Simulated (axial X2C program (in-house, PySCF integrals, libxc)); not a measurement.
BeSn: from the spin-free to the two-component result

All values were computed with an axial X2C code built on PySCF integrals. Spin-free means the one-electron spin-free X2C Hamiltonian; two-component (2c) means X2C with spin–orbit coupling and atomic mean-field two-electron Coulomb and Gaunt terms, so the difference of the two also holds small scalar two-electron terms. Basis: Sn dyall-cv3z [11s12p9d4f1g], Be dyall-cv3z [8s8p3d1f] (cores contracted in-house); Gaussian nuclei, density fitting, unrestricted open shells. Masses: Sn 119.902 u, Be 9.012 u.

Spin-free state: M_S = 1, Λ = 0 (beyond evenly filled blocks: π+α, π-α); fragments Sn + Be.

```
level  Re (Å)  ωe (cm⁻¹)  De (eV)  μ (D)
 PBE0   2.347      448.8    1.288   1.22
B97-3   2.357      437.1    1.107   1.19
```

Dipoles are positive if Be is the positive end.

Two-component determinant lowest at the distance of the search:

Ω = 1 (⟨Sz⟩ = 0.97, ⟨Lz⟩ = 0.03 at PBE0); fragments Sn + Be.

```json
{"level": "PBE0", "Re (Å)": "2.353", "ωe (cm⁻¹)": "442.3", "μ (D)": "1.12"}
{"level": "B97-3", "Re (Å)": "2.364", "ωe (cm⁻¹)": "427.6", "μ (D)": "1.08"}
```

(1) From the two tables, how do the constants change at the PBE0 level (2c against spin-free)?

The state is one determinant whose occupation by symmetry is held fixed; it was picked as the lowest of a PBE0 search that is not exhaustive. De is counted from the lowest determinant-based energies of the atoms at the same level, without counterpoise correction. De is not given where an atomic determinant may have missed its ground term or J level, or where the truncated virtual space spoils (T). Density functionals use the spin component along the axis (collinear). Other states lie close and PBE0, whose exact exchange favours high spin, may order them wrongly; the determinant shown need not be the ground state. The nearest other spin-free determinant of the search, M_S = 0, Λ = 2, lies 0.60 eV up at the distance of the search. Without a current term, density functionals place determinants with orbital angular momentum somewhat too high. With several unpaired electrons one determinant need not be a pure state. Open-shell Ω = 0 determinants with evenly filled partner blocks cannot be reached by this program, so the Ω shown need not be the lowest component. This is the Ω = 1 component of a π² triplet; the 0⁺ component is not one determinant and can lie lowest. The determinant is spin-polarised beyond a pure state at some levels (its spin-free form has ⟨S²⟩ too high), which makes Re and μ there less reliable.

Results:

(1) At the PBE0 level Re goes up by 0.006 Å and ωe goes down by 6.5 cm⁻¹.
